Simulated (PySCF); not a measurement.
# Exercise with solution: oscillator strength and radiative lifetime

Se(SH)(SMe) (CH4S2Se), SMILES CS[Se]S.

The structure is a stationary point at PBE-D3(BJ)/def2-SVP. This is a generated structure with no PubChem entry under its InChIKey; it may be hypothetical. One conformer was computed; it need not be the lowest.

PySCF 2.14.0 with TDA-PBE/def2-SVPD puts the first singlet state with f over 0.02 at 3.95 eV (vertical), with the transition dipole (-0.024, -0.467, 0.012) in atomic units.

Find the oscillator strength, the wavelength and the radiative lifetime that this transition would have in vacuum if emission retraced absorption.


|μ|² = 0.2188 au, so |μ| = 1.19 D. ΔE = 3.95/27.211 = 0.1452 hartree. f = (2/3) ΔE |μ|² = 0.021 (the program prints 0.021).
λ = 1239.84/3.95 = 314 nm; ν = 31859 cm⁻¹.
Einstein's coefficient A = 0.6670 ν² f s⁻¹ (ν in cm⁻¹) = 1.4e7 s⁻¹, so τ = 1/A = 70 ns. This state is S2; the lower singlet has f = 0.008. The figure is the radiative limit of this one transition; relaxation, internal conversion, crossing to triplets and a medium change what is measured.
